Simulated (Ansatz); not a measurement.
One change: `C[CH2][Al]([F])[F]` becomes `[NH2][Al]([F])[F]`.

Ansatz, PBE0-D4/def2-TZVP geometries, multiplicity 1. Each molecule was computed in one conformer, which needn't be the lowest.

| property | `C[CH2][Al]([F])[F]` |
| --- | --- |
| size of the dipole moment (B3LYP/def2-TZVPP) / D | 2.34 |
| LUMO energy (PBE/def2-TZVPP) / eV | -1.36 |
| HOMO–LUMO gap (PBE0/def2-TZVPP) / eV | 7.99 |
| size of the dipole moment (ωB97M-V/def2-TZVPP) / D | 2.29 |
| zero-point energy (PBE0-D4/def2-TZVP) / kJ/mol | 183.5 |
| LUMO energy (ωB97M-V/def2-TZVPP) / eV | 1.01 |

Q: Give the same properties after the change, and the shifts. (Best estimate.)

A: Computed: 
| property | `[NH2][Al]([F])[F]` | shift |
| --- | --- | --- |
| size of the dipole moment (B3LYP/def2-TZVPP) / D | 2.55 | 0.21 |
| LUMO energy (PBE/def2-TZVPP) / eV | -1.53 | -0.17 |
| HOMO–LUMO gap (PBE0/def2-TZVPP) / eV | 7.37 | -0.62 |
| size of the dipole moment (ωB97M-V/def2-TZVPP) / D | 2.51 | 0.22 |
| zero-point energy (PBE0-D4/def2-TZVP) / kJ/mol | 81.5 | -102.0 |
| LUMO energy (ωB97M-V/def2-TZVPP) / eV | 0.90 | -0.11 |

With PBE0 the HOMO rises by 0.46 eV and the LUMO falls by 0.15 eV, so the gap narrows by about 0.61 eV. PBE moves the HOMO by 0.61 eV and ωB97M-V by 0.30 eV. The zero-point energy changes by -102.0 kJ/mol with -12 modes. Dipoles are sizes alone; their direction can turn.

B3LYP here is the variant with VWN-RPA as its local correlation; programs differ in this.
